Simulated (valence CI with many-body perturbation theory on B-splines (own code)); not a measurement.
Level structure of Pd⁴¹⁺

Computed by relativistic CI+MBPT: three valence electrons over a frozen Dirac-Fock core [He], a basis of 11 s, 11 p, 10 d, 8 f, 5 g, 2 h functions for each j, with the one-electron correlation potential Σ1 (screened to all orders), the two-electron term Σ2, the three-electron term Σ3, Breit, model QED; selected single and double excitations, second order for the rest, scaled by the run's own slope (own B-spline code, finite nucleus).

No measured spectrum was set against this ion. As an estimate, large intervals hold to a few tenths of a per cent, small ones and those within an open d or f shell to about a per cent.

Levels 1 to 45 of 199, with energies above the lowest level, (2s^2 2p1/2) J=1/2. "Leading %" is the weight of the configuration and term that name the level; weights of strongly mixed levels are sums over their largest components and can fall short. In the jj column 3d3/2^4 stands for four electrons in 3d with j = 3/2. Lifetimes count E1, E2, E3, M1 and M2 decay at the calculated energies, and are blank where another channel may lead or the interval is too uncertain; long ones can be off by a factor of two.

```
No.  Configuration  Term    J  E (× 10³ cm⁻¹)  Leading %             Leading jj  Lifetime      g
  1          2s²2p   ²P°  1/2            0.00         99      2s^2 2p1/2 (99 %)            0.648
  2          2s2p²    ⁴P  1/2          1031.6         66      2s 2p1/2^2 (95 %)    199 ps  2.290
  3          2s²2p   ²P°  3/2          1433.0         98      2s^2 2p3/2 (98 %)   25.6 ns  1.321
  4          2s2p²    ⁴P  3/2          2161.4         94  2s 2p1/2 2p3/2 (99 %)   1.21 ns  1.676
  5          2s2p²    ⁴P  5/2          2374.0         50  2s 2p1/2 2p3/2 (97 %)    381 ps  1.387
  6          2s2p²    ²D  3/2          2713.9         71  2s 2p1/2 2p3/2 (98 %)   4.67 ps  0.944
  7          2s2p²    ²P  1/2          2740.0         73  2s 2p1/2 2p3/2 (94 %)   3.21 ps  1.167
  8          2s2p²    ²D  5/2          3744.3         50      2s 2p3/2^2 (97 %)   20.9 ps  1.386
  9            2p³   ²P°  3/2          3851.6         42   2p1/2^2 2p3/2 (97 %)   4.73 ps  1.402
 10          2s2p²    ²S  1/2          4235.2         71      2s 2p3/2^2 (98 %)   3.87 ps  1.837
 11          2s2p²    ²P  3/2          4244.5         70      2s 2p3/2^2 (97 %)   2.36 ps  1.208
 12            2p³   ⁴S°  3/2          5084.0         52   2p1/2 2p3/2^2 (99 %)   2.79 ps  1.419
 13            2p³   ²D°  5/2          5221.7        100  2p1/2 2p3/2^2 (100 %)   3.40 ps  1.186
 14            2p³   ²P°  1/2          5480.4         99   2p1/2 2p3/2^2 (99 %)   2.28 ps  0.648
 15            2p³   ²P°  3/2          6747.0         56         2p3/2^3 (99 %)   1.90 ps  1.275
 16          2s²3s    ²S  1/2           29228         97         2s^2 3s (97 %)   30.3 fs  1.995
 17          2s²3p   ²P°  1/2           29597         95      2s^2 3p1/2 (95 %)    645 fs  0.670
 18         2s2p3s   ⁴P°  1/2           29949         88     2s 2p1/2 3s (98 %)   32.9 fs  2.424
 19          2s²3p   ²P°  3/2           29974         65      2s^2 3p3/2 (65 %)   90.7 fs  1.405
 20         2s2p3s   ⁴P°  3/2           30121         49     2s 2p1/2 3s (64 %)   38.1 fs  1.520
 21         2s2p3s   ²P°  1/2           30198         93     2s 2p1/2 3s (96 %)   44.5 fs  0.746
 22         2s2p3p    ⁴D  1/2           30262         73  2s 2p1/2 3p1/2 (99 %)   43.1 fs  0.251
 23          2s²3d    ²D  3/2           30306         84      2s^2 3d3/2 (84 %)   3.72 fs  0.837
 24         2s2p3p    ⁴D  3/2           30400         42  2s 2p1/2 3p1/2 (82 %)   85.9 fs  1.114
 25          2s²3d    ²D  5/2           30439         97      2s^2 3d5/2 (97 %)   4.52 fs  1.196
 26         2s2p3p    ⁴P  1/2           30562         55  2s 2p1/2 3p1/2 (96 %)   34.0 fs  2.063
 27         2s2p3p    ⁴P  3/2           30743         30  2s 2p1/2 3p3/2 (99 %)   34.9 fs  1.416
 28         2s2p3p    ²P  1/2           30849         43  2s 2p1/2 3p3/2 (88 %)   11.5 fs  1.264
 29         2s2p3p    ⁴D  5/2           30875         55  2s 2p1/2 3p3/2 (95 %)    286 fs  1.354
 30         2s2p3p    ²D  3/2           30902         48  2s 2p1/2 3p3/2 (97 %)   15.2 fs  1.242
 31         2s2p3d   ⁴F°  3/2           30962         75  2s 2p1/2 3d3/2 (99 %)   20.1 fs  0.542
 32         2s2p3d   ⁴F°  5/2           31079         65  2s 2p1/2 3d3/2 (74 %)   15.0 fs  1.059
 33         2s2p3d   ⁴P°  5/2           31156         42  2s 2p1/2 3d5/2 (81 %)   4.84 fs  1.358
 34         2s2p3d   ⁴D°  1/2           31180         61  2s 2p1/2 3d3/2 (92 %)   2.82 fs  0.384
 35         2s2p3d   ⁴D°  3/2           31186         39  2s 2p1/2 3d3/2 (84 %)   3.62 fs  1.269
 36         2s2p3d   ⁴F°  7/2           31264         46  2s 2p1/2 3d5/2 (96 %)   5.31 fs  1.254
 37         2s2p3d   ²F°  5/2           31341         48  2s 2p1/2 3d5/2 (73 %)   5.66 fs  1.107
 38         2s2p3d   ²D°  3/2           31345         48  2s 2p1/2 3d5/2 (82 %)   5.12 fs  1.027
 39          2p²3s    ⁴P  1/2           31345         50      2p1/2^2 3s (89 %)   35.9 fs  2.016
 40         2s2p3s   ⁴P°  5/2           31391         79     2s 2p3/2 3s (79 %)   28.9 fs  1.503
 41         2s2p3s   ²P°  3/2           31501         80     2s 2p3/2 3s (99 %)   26.5 fs  1.393
 42          2p²3p   ⁴D°  1/2           31608         40   2p1/2^2 3p1/2 (92 %)   32.1 fs  0.652
 43         2s2p3p    ⁴P  3/2           31783         49  2s 2p3/2 3p1/2 (99 %)   45.3 fs  1.629
 44         2s2p3p    ²D  5/2           31805         42  2s 2p3/2 3p1/2 (98 %)   20.2 fs  1.347
 45         2s2p3s   ²P°  1/2           31854         92     2s 2p3/2 3s (96 %)   21.3 fs  0.777
```

The ionisation energy to 2s² ¹S0 of the next ion comes out as 6471 eV (NIST: 6469 ± 5 eV (semi-empirical)). All 199 levels together are meant to be complete up to 42457 × 10³ cm⁻¹.
